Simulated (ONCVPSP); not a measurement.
How hard is this gallium ONCV potential?

| Item | Value |
| --- | --- |
| Element | Ga (Z = 31) |
| Generator | ONCVPSP 4.0.1 |
| Type | optimised norm-conserving Vanderbilt (ONCV) |
| Functional | PBEsol |
| Relativity | scalar-relativistic |
| Frozen core | [Ne] |
| Valence charge | 21 |
| Reference configuration | 3s2 3p6 3d10 4s2 4p1 |
| Partial waves | 3s+4s: rc 1.20 bohr, ncon 4, nbas 7, qcut 9.4 1/bohr, 2 projectors; 3p+4p: rc 1.15 bohr, ncon 4, nbas 7, qcut 9.8 1/bohr, 2 projectors; 3d: rc 1.15 bohr, ncon 4, nbas 9, qcut 13.3 1/bohr, 2 projectors, debl 0.9 Ha |
| Local potential | polynomial inside 1.10 bohr (lpopt 5, dvloc0 0 Ha) |
| Core correction | polynomial model core, fcfact 0.65 |

Task: For each optimised wave give the share of its norm inside rc, the residual kinetic energy above qcut (Ha) and the cutoffs (Ha) for errors of 10, 1, 0.1 and 0.01 mHa per electron.

Result:

| wave | norm inside rc | residual KE | 10 mHa | 1 mHa | 0.1 mHa | 0.01 mHa |
| --- | --- | --- | --- | --- | --- | --- |
| 3s | 0.972 | 8.4e-06 | 15.0 | 20.2 | 36.1 | 44.0 |
| 4s | 0.064 | 2.5e-05 | 11.6 | 24.8 | 38.3 | 63.8 |
| 3p | 0.939 | 3.1e-04 | 36.9 | 44.2 | 73.5 | 115.8 |
| 4p | 0.020 | 3.1e-05 | 25.1 | 35.9 | 44.3 | 54.9 |
| 3d | 0.820 | 1.4e-05 | 63.5 | 73.6 | 81.4 | 98.0 |
| d projector 2 | 0.015 | 7.5e-07 | 42.5 | 58.7 | 70.8 | 79.9 |

The occupied waves need 74 Ha and 81 Ha for 1 and 0.1 mHa. 1 of 4 tests not solved or not reliable.
